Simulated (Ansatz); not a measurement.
C3H8MgO (`C[CH](C)[Mg][OH]`) from Hartree–Fock to CCSD(T)

```xyz
13

C    -0.4218    0.6886   -1.3795
C     0.1642    0.5074    0.0193
C    -0.9062    0.7518    1.0811
Mg    1.1572   -1.3344    0.2621
O     1.9993   -2.8720    0.4675
H     0.3335    0.6108   -2.1677
H    -1.1950   -0.0557   -1.6001
H    -0.9005    1.6732   -1.4904
H     0.9426    1.2719    0.1529
H    -0.5066    0.7204    2.0994
H    -1.7126    0.0119    1.0289
H    -1.3816    1.7360    0.9535
H     2.4274   -3.7098    0.5730
```

Charge 0, multiplicity 1. Correlated methods include outer-core shells of Mg, which these sets cover unevenly. All single points use the PBE0-D4/def2-TZVP geometry. It is one conformer, not always the lowest. Frozen core, restricted reference, the Gaussian-basis code of Ansatz. CBS rows extrapolate triple and quadruple zeta; past MP2 they add the triple-zeta difference. For Mg the program correlates outer-core shells too, which these sets cover unevenly, so the extrapolated numbers aren't a true limit.

```tsv
basis	HF (Eh)	MP2 corr.	CCSD corr.	(T)	CCSD(T) total
def2-SVP	-392.53932	?	-0.71813	-0.01920	?
def2-TZVPP	-392.83269	-0.98505	?	?	?
def2-QZVPP	-392.85122	-1.08030	–	–	–
CBS(def2)	?	-1.15086	-1.19292	as TZ	?
```

(1) Fill in the withheld values. (Estimate.)

Results:

(1) The calculation gave: def2-SVP MP2 corr.: -0.66956; def2-SVP CCSD(T) total: -393.27665; def2-TZVPP CCSD corr.: -1.02711; def2-TZVPP (T): -0.03366; def2-TZVPP CCSD(T) total: -393.89346; CBS(def2) HF (Eh): -392.85377; CBS(def2) CCSD(T) total: -394.08035.
